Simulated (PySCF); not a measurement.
First SCF of a structure search on doublet H₃WO, at a hand-made see-saw (ligand arrangement 1) geometry. PySCF input:

```python
from pyscf import gto, scf, dft
mol = gto.M(atom='''
W      0.000000     0.000000     0.000000
O     -1.394800     0.000000     1.089700
H      0.000000     1.683600     0.147300
H     -0.000000    -1.683600     0.147300
H      1.331700     0.000000     1.040500''',
    basis={'W': 'def2-TZVP', 'O': 'def2-TZVP', 'H': 'def2-TZVP'},
    ecp={'W': 'def2-TZVP'},
    charge=0, spin=1)
mf = dft.UKS(mol, xc='PBE0')
mf.grids.atom_grid = (50, 194)
aux = {'W': 'def2-universal-JKFIT', 'O': 'def2-universal-JKFIT', 'H': 'def2-universal-JKFIT'}
mf = mf.density_fit(auxbasis=aux)
mf.conv_tol = 1e-08
mf.diis_space = 10
mf.max_cycle = 60
mf.init_guess = 'minao'
mf.verbose = 4
mf.kernel()
```

Excerpt of the output (cycles alone):

```
init E= -124.258081135623
cycle= 1 E= -143.540003531561  delta_E= -19.3  |g|= 0.948  |ddm|= 5.34
cycle= 2 E= -135.922075381614  delta_E= 7.62  |g|= 3.54  |ddm|= 2.54
cycle= 3 E= -143.924702951926  delta_E=   -8  |g|= 0.182  |ddm|=  2.2
cycle= 4 E= -143.938503804959  delta_E= -0.0138  |g|= 0.118  |ddm|= 0.235
cycle= 5 E= -143.945073987497  delta_E= -0.00657  |g|= 0.0293  |ddm|= 0.106
cycle= 6 E= -143.945621285339  delta_E= -0.000547  |g|= 0.0203  |ddm|= 0.0345
cycle= 7 E= -143.945897544175  delta_E= -0.000276  |g|= 0.00918  |ddm|= 0.0168
cycle= 8 E= -143.946135668789  delta_E= -0.000238  |g|= 0.00366  |ddm|= 0.0335
cycle= 9 E= -143.946191191937  delta_E= -5.55e-05  |g|= 0.00171  |ddm|= 0.017
cycle= 10 E= -143.946207897581  delta_E= -1.67e-05  |g|= 0.0014  |ddm|= 0.00867
cycle= 11 E= -143.946216152967  delta_E= -8.26e-06  |g|= 0.00052  |ddm|= 0.00687
cycle= 12 E= -143.946217965386  delta_E= -1.81e-06  |g|= 0.000415  |ddm|= 0.00384
cycle= 13 E= -143.946218290904  delta_E= -3.26e-07  |g|= 5.83e-05  |ddm|= 0.00146
cycle= 14 E= -143.946218302658  delta_E= -1.18e-08  |g|= 2.19e-05  |ddm|= 0.000302
cycle= 15 E= -143.946218303268  delta_E= -6.11e-10  |g|= 7.39e-06  |ddm|= 5.27e-05
Extra cycle  E= -143.946218303403  delta_E= -1.35e-10  |g|= 8.79e-06  |ddm|= 1.91e-05
converged SCF energy = -143.946218303403  <S^2> = 0.78573483  2S+1 = 2.0354212
```

No lower solution of this spin was found from smeared starts or by a stability analysis within the unrestricted form.

Open d and f shells are described by one determinant, and the ground state may have another occupation or spin. With an element this heavy the missing spin–orbit coupling can shift these numbers.

The search for the lowest solution, 3 starts and the stability check together, took 8.4 s on 4 threads of a shared Arm Neoverse V1 host, with 89 basis functions; the process peaked at 0.52 GiB. Launch command: `OMP_NUM_THREADS=4 python axn.py task.json out`.
